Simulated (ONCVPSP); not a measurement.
# Fe (Z = 26), ONCV: configuration errors across variants

* Element: iron (Fe)
* Generator: ONCVPSP 4.0.1
* Type: optimised norm-conserving Vanderbilt (ONCV)
* Functional: PBE
* Relativity: scalar-relativistic
* Frozen core: [Ne]
* Valence charge: 16
* Reference configuration: 3s2 3p6 3d6 4s2
* Partial waves: 3s+4s: rc 1.50 bohr, ncon 5, nbas 10, qcut 9.5 1/bohr, 2 projectors; 3p: rc 0.85 bohr, ncon 4, nbas 9, qcut 9.2 1/bohr, 2 projectors, debl 1.6 Ha; 3d: rc 1.35 bohr, ncon 3, nbas 8, qcut 10.3 1/bohr, 2 projectors, debl 3.7 Ha
* Local potential: polynomial inside 0.65 bohr (lpopt 5, dvloc0 0 Ha)
* Core correction: Teter function, fcfact 2.75, rcfact 1.8

In the p channel the program set the typed energies aside and used -2.207, 0.250 Ha.

All-electron excitation energies from the reference (eV): (1) 3s2 3p6 3d6 4s1 8.729; (2) 3s2 3p6 3d6 4s0 24.932; (3) 3s2 3p6 3d5 4s0 59.155; (4) 3s2 3p6 3d6 4s0 4p1 13.784.

1 further variants failed, have other tests or too few solved ones, and are left out.

Errors AE − PS in meV (a dash: test not solved or not reliable):

```tsv
change	(1)	(2)	(3)	(4)	bound ghosts	GHOST(+) flags above zero
base	0.0	+1.7	+8.9	+0.3	none	s
s: qcut 7	-0.1	+0.8	+8.0	-0.5	none	s
s: qcut 8.3	0.0	+1.2	+8.5	-0.1	none	none
s: qcut 9.1	0.0	+1.6	+8.8	+0.2	none	s
s: qcut 10.3	+0.1	+2.0	+9.1	+0.5	none	s
s: qcut 11.9	+0.1	+2.5	+9.6	+0.9	none	s
s: qcut 13.3	+0.2	+2.9	+10	+1.2	none	s
```

(1) Give the same row for: s: qcut 5.6.

Results:

(1) -0.1, +0.4, +7.5, -0.8; bound ghosts: none; GHOST(+) flags above zero: s.
